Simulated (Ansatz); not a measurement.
The same path of CH₄NOSb (8 atoms, charge 0, multiplicity 1) was run twice with different band settings. The coordinate that changes most is the height of Sb4 over the plane of its neighbours.

Level of theory: Ansatz 0.2.0, RKS LDA/def2-SVP.

Relaxed end points:

```xyz
8
Properties=species:S:1:pos:R:3
O -0.510 1.470 -1.026
C 0.413 1.243 -0.248
N 0.431 0.142 0.506
Sb -1.341 -0.929 0.129
H 1.288 1.945 -0.130
H 1.211 -0.079 1.134
H -0.782 -1.564 -1.381
H -0.618 -2.285 0.960
```

```xyz
8
Properties=species:S:1:pos:R:3
O -0.922 1.246 -0.444
C 0.191 1.140 0.029
N 0.799 -0.032 0.324
Sb -0.170 -1.838 -0.033
H 0.839 2.038 0.274
H 1.744 -0.002 0.722
H -0.735 -1.327 -1.582
H -1.654 -1.283 0.654
```

Common settings: movable images 7; climbing image yes; spring 5.0 eV/Å²; optimiser quadratic models (default); start path IDPP; iteration limit 60; end points relaxed.

| run | force threshold |
| --- | --- |
| 1 | 0.03 eV/Å |
| 2 | 0.5 eV/Å |

Q: What does each run give, and how far can it be trusted?

A: Run 1: converged after 22 iterations, highest image 2.521 eV above the first end. Neighbouring images differ by up to 2.3 eV, so the band resolves the path poorly. A vibrational analysis at the climbing image gives one clearly imaginary mode, 1091i cm⁻¹: a first-order saddle point.
Run 2: converged after 8 iterations, highest image 2.549 eV above the first end. The threshold of 0.5 eV/Å is loose, so the images may lie well off the minimum-energy path. Neighbouring images differ by up to 1.9 eV, so the band resolves the path poorly. The order of the stationary point at the top wasn't checked.
